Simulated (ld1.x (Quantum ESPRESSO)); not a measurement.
# rhenium: one change to a TM semilocal potential, before and after

rhenium (Re), norm-conserving Troullier–Martins (semilocal form), made with ld1.x (Quantum ESPRESSO) 7.5 (LDA (PZ), scalar-relativistic). Core [Kr] 4d10 4f14 5s2, reference 5p6 5d5 6s2 6p0. Waves: 5p (bound): rc 1.80 bohr; 5d (bound): rc 2.40 bohr; 5f channel at -0.1 Ry: rc 2.00 bohr; 6s (bound): rc 2.25 bohr. Local part: the s channel. Core correction: Bessel-smoothed model core inside 0.95 bohr.

Change: all radii but the core radius scaled by about 1.37 (s 3.08, p 2.46, d 3.28, f 2.74 bohr).

Cutoffs: the cutoffs (Ry, on a coarse ladder) from which the occupation-weighted sum of valence levels, in a spherical-Bessel basis at the reference potential, stays within 10 and 1 mRy of its value at 400 Ry; they do not see the model core or the augmentation charge, which bear on the density cutoff. Errors are all-electron minus pseudo energies relative to the spin-unpolarised reference configuration.

Problem. Predict the effect on cutoff, ghosts and configuration errors.

Solution. The potential gets softer (40 Ry and 50 Ry → 25 Ry and 45 Ry); of the 9 tests that both files solve, the error grows in 7 and shrinks in 1 by more than 15 % and 0.3 meV (median size 51.1 → 144.3 meV); neither file shows a bound ghost. A larger radius leaves more room for a smooth pseudo-wave, so fewer plane waves are needed. A semilocal file is local in each channel, so a ghost entry of none says nothing of the separable form that plane-wave codes build from it.

```tsv
quantity	base	changed
cutoff, loose	40 Ry	25 Ry
cutoff, tight	50 Ry	45 Ry
loose cutoff by channel (10 mRy a level)	p 21 Ry, d 25 Ry, s 6 Ry	p 21 Ry, d 18 Ry, s 6 Ry
bound ghosts	none	none
error for 5p6 5d5 6s1 6p0, meV [ΔE 9.52 eV]	-7.2	-8.8
error for 5p6 5d5 6s0 6p0, meV [ΔE 26.20 eV]	-31	-59
error for 5p6 5d4 6s0 6p0, meV [ΔE 53.64 eV]	-9.8	-144
error for 5p6 5d5 6s0 6p1, meV [ΔE 15.42 eV]	+212	+320
error for 5p6 5d6 6s0 6p0, meV [ΔE 9.72 eV]	-51	+38
error for 5p5 5d5 6s2 6p0, meV [ΔE 53.15 eV]	-201	-378
error for 5p6 5d5 6s1.5 6p0, meV [ΔE 3.90 eV]	-2.3	-2.2
error for 5p6 5d5 6s2 6p0 (spin-polarised), meV [ΔE -3.11 eV]	+53	+255
error for 5p6 5d5 6s1 6p0 (spin-polarised), meV [ΔE 5.05 eV]	+99	+345
```
